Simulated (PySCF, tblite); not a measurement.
Isomers of C6H8F2OS, one GFN2-xTB conformer each. Single-point energies are computed at PBE0/pcSseg-1 (PySCF, gas phase, no added dispersion term), electronic only.

Problem. Rank them by PBE0/pcSseg-1 energy, lowest first (kcal/mol).
A. `[CH3:1][C@:2]1([O:3][CH:4]([F:5])[F:6])[CH2:7][CH2:8][C:9]1=[S:10]` with C1–C2–O3–C4 62°, C2–O3–C4–F5 -92°
B. `[CH3:1][CH2:2][C@@H:3]1[CH2:4][C:5]([F:6])=[C:7]([F:8])[S@:9]1=[O:10]` with C1–C2–C3–C4 -77°, C2–C3–C4–C5 -85°, C3–C4–C5–F6 160°, C5–C7–S9–O10 -86°, C2–C3–S9–C7 92°

Solution. A (0.0), B (34.3).

As drawn, the lower has a four-membered ring, two fluorines on one carbon and a C=S bond, which the higher lacks; the higher has an S=O bond and a C=C bond outside aromatic rings, which the lower lacks. GFN2-xTB itself gives, in the same order: 0.0, 11.9. Both levels put the same isomer lowest.

Problem. Which frontier levels, dipoles and rotational constants go with these structures?

Solution. 
```
                    SMILES  HOMO (eV, PBE0/pcSseg-1)  LUMO (eV)  dipole (D)       A, B, C (MHz)
      C[C@]1(OC(F)F)CCC1=S                     -6.85      -2.70        3.87  1566, 853.6, 719.4
CC[C@@H]1CC(F)=C(F)[S@]1=O                     -7.15      -0.55        4.51  1388, 980.6, 715.0
```

Problem. What happens when harmonic zero-point energies from GFN2-xTB frequencies are added?

Solution. 
```json
{"SMILES": "C[C@]1(OC(F)F)CCC1=S", "ZPE (kcal/mol)": "82.1", "electronic (kcal/mol)": "0.0", "with ZPE (kcal/mol)": "0.0"}
{"SMILES": "CC[C@@H]1CC(F)=C(F)[S@]1=O", "ZPE (kcal/mol)": "82.4", "electronic (kcal/mol)": "34.3", "with ZPE (kcal/mol)": "34.6"}
```

The zero-point energies span 0.3 kcal/mol. The order is unchanged.
